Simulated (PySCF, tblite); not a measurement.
Isomers of C4H8ClFSi. Computed values, GFN2-xTB/tblite, gas phase, harmonic and unscaled. Against measured fundamentals such values can be off by several per cent, at times by over 20. Modes of hydrogen on silicon can be 10 to 20 % off. One conformer each.

Electronic energies: PBE0/pcSseg-1 single points on the GFN2-xTB geometries (PySCF, gas phase).

```
                SMILES  electronic energy, lowest = 0 (kJ/mol)
C=C(C)[SiH2][C@H](F)Cl                                   396.2
  C/C(Cl)=C(\[SiH3])CF                                   383.3
 C=C[SiH2][C@@H](Cl)CF                                   391.4
   C=C(C)[Si@](C)(F)Cl                                     0.0
```

Q: How do GFN2-xTB zero-point energies change the relative energies?

A: 
| SMILES | ZPE (kJ/mol) | of it from modes above 1550 cm⁻¹ | electronic (kJ/mol) | with ZPE, lowest = 0 (kJ/mol) | lowest mode (cm⁻¹) | rings |
| --- | --- | --- | --- | --- | --- | --- |
| C=C(C)[Si@](C)(F)Cl | 290.2 | 156.0 | 0.0 | 0.0 | 29 | 0 |
| C/C(Cl)=C(\[SiH3])CF | 271.5 | 140.4 | 383.3 | 364.6 | 48 | 0 |
| C=C[SiH2][C@@H](Cl)CF | 276.2 | 145.2 | 391.4 | 377.4 | 22 | 0 |
| C=C(C)[SiH2][C@H](F)Cl | 275.9 | 146.0 | 396.2 | 381.9 | 38 | 0 |

The zero-point energies span 18.7 kJ/mol, from `C/C(Cl)=C(\[SiH3])CF` to `C=C(C)[Si@](C)(F)Cl`. The order is unchanged.

Q: And how do the electronic energies of GFN2-xTB itself compare?

A: `C=C(C)[Si@](C)(F)Cl` 0.0; `C/C(Cl)=C(\[SiH3])CF` 207.6; `C=C[SiH2][C@@H](Cl)CF` 295.7; `C=C(C)[SiH2][C@H](F)Cl` 288.8 kJ/mol, lowest = 0. Against the energies above, taken from the same isomer `C=C(C)[Si@](C)(F)Cl`, the largest difference is 175.7 kJ/mol.
